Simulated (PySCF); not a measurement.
Point-charge models of `COC(=O)[Si@@H]1CCCO1` against its computed dipole.

Coordinates (GFN2-xTB, Å) and charges (e) from the PBE0/pcSseg-1 density (PySCF):

```json
{"atom": "C1", "x": "3.818", "y": "0.019", "z": "-0.530", "Mulliken": "-0.0511", "IAO": "-0.2225", "Hirshfeld": "-0.0362", "ESP-fitted": "-0.1759"}
{"atom": "O2", "x": "2.457", "y": "0.230", "z": "-0.899", "Mulliken": "-0.4618", "IAO": "-0.3326", "Hirshfeld": "-0.1029", "ESP-fitted": "-0.3601"}
{"atom": "C3", "x": "1.525", "y": "-0.225", "z": "-0.056", "Mulliken": "+0.2236", "IAO": "+0.2487", "Hirshfeld": "+0.1151", "ESP-fitted": "+0.6209"}
{"atom": "O4", "x": "1.788", "y": "-0.782", "z": "0.981", "Mulliken": "-0.4077", "IAO": "-0.4455", "Hirshfeld": "-0.2533", "ESP-fitted": "-0.5134"}
{"atom": "Si5", "x": "-0.221", "y": "0.159", "z": "-0.737", "Mulliken": "+1.0131", "IAO": "+1.0885", "Hirshfeld": "+0.4155", "ESP-fitted": "+0.3875"}
{"atom": "C6", "x": "-1.354", "y": "1.069", "z": "0.495", "Mulliken": "-0.5624", "IAO": "-0.5597", "Hirshfeld": "-0.1634", "ESP-fitted": "-0.2392"}
{"atom": "C7", "x": "-2.671", "y": "0.328", "z": "0.263", "Mulliken": "-0.2881", "IAO": "-0.2717", "Hirshfeld": "-0.0722", "ESP-fitted": "+0.0817"}
{"atom": "C8", "x": "-2.319", "y": "-1.134", "z": "-0.018", "Mulliken": "+0.0932", "IAO": "-0.0506", "Hirshfeld": "+0.0087", "ESP-fitted": "+0.0310"}
{"atom": "O9", "x": "-1.132", "y": "-1.193", "z": "-0.784", "Mulliken": "-0.6248", "IAO": "-0.6503", "Hirshfeld": "-0.2386", "ESP-fitted": "-0.4037"}
{"atom": "H10", "x": "4.418", "y": "0.636", "z": "-1.193", "Mulliken": "+0.1282", "IAO": "+0.1634", "Hirshfeld": "+0.0558", "ESP-fitted": "+0.1291"}
{"atom": "H11", "x": "3.970", "y": "0.305", "z": "0.513", "Mulliken": "+0.1233", "IAO": "+0.1555", "Hirshfeld": "+0.0463", "ESP-fitted": "+0.1248"}
{"atom": "H12", "x": "4.077", "y": "-1.035", "z": "-0.647", "Mulliken": "+0.1222", "IAO": "+0.1537", "Hirshfeld": "+0.0517", "ESP-fitted": "+0.1358"}
{"atom": "H13", "x": "-0.115", "y": "0.747", "z": "-2.069", "Mulliken": "-0.1033", "IAO": "-0.1448", "Hirshfeld": "-0.0811", "ESP-fitted": "-0.0888"}
{"atom": "H14", "x": "-1.471", "y": "2.138", "z": "0.338", "Mulliken": "+0.1467", "IAO": "+0.1528", "Hirshfeld": "+0.0404", "ESP-fitted": "+0.0499"}
{"atom": "H15", "x": "-1.012", "y": "0.920", "z": "1.519", "Mulliken": "+0.1509", "IAO": "+0.1534", "Hirshfeld": "+0.0416", "ESP-fitted": "+0.0721"}
{"atom": "H16", "x": "-3.350", "y": "0.401", "z": "1.112", "Mulliken": "+0.1330", "IAO": "+0.1468", "Hirshfeld": "+0.0475", "ESP-fitted": "-0.0041"}
{"atom": "H17", "x": "-3.166", "y": "0.745", "z": "-0.615", "Mulliken": "+0.1288", "IAO": "+0.1355", "Hirshfeld": "+0.0403", "ESP-fitted": "+0.0338"}
{"atom": "H18", "x": "-2.146", "y": "-1.675", "z": "0.917", "Mulliken": "+0.1132", "IAO": "+0.1335", "Hirshfeld": "+0.0397", "ESP-fitted": "+0.0604"}
{"atom": "H19", "x": "-3.106", "y": "-1.643", "z": "-0.581", "Mulliken": "+0.1231", "IAO": "+0.1460", "Hirshfeld": "+0.0451", "ESP-fitted": "+0.0581"}
```

Form Σ q r in debye for every column and set it beside the full dipole.

The full density gives (-0.21, 1.77, -0.30) D, 1.81 D in size; dipole vectors point from the negative to the positive end.

```csv
scheme,μx,μy,μz,size (D),share of the full size (%),angle to the full dipole (°)
Mulliken,-0.96,1.88,-0.76,2.25,124,22
IAO,-0.22,2.78,-0.90,2.93,162,9
Hirshfeld,-0.28,1.24,-0.75,1.48,82,22
ESP-fitted,-0.20,1.77,-0.28,1.80,99,1
```

Which set comes closest?

Length of the difference vector: ESP-fitted 0.02 D, Hirshfeld 0.70 D, Mulliken 0.89 D, IAO 1.17 D. Closest: ESP-fitted. 

What is left for the Hirshfeld atoms' own dipoles?

The shares of the density sum to the whole, so what Σ q r misses lies in dipoles about the nuclei. The atomic dipoles sum to (-0.21, 1.77, -0.30) − (-0.28, 1.24, -0.75) = (0.07, 0.53, 0.45) D, 0.70 D in size.

With the origin at the mean of the coordinates, (-0.001, 0.000, -0.105) Å, which are the largest single terms, by size, of the IAO dipole along the direction of the full one?

C6 -2.97, O9 +2.89, O4 +2.47, H14 +1.61, Si5 +1.50 D; all 19 atoms together +2.90 D. The single terms depend on the origin, their sum doesn't.

Give the size of the full dipole in other units.

1.81 D = 0.713 au = 0.377 e·Å = 6.04 × 10⁻³⁰ C·m.

Geometry: GFN2-xTB, one conformer, isolated molecule.

These values come from a run that also computed NMR shieldings. On Arm Neoverse V2, one thread, shared host, this took 33 s of wall time and 0.94 GiB of memory at its peak.
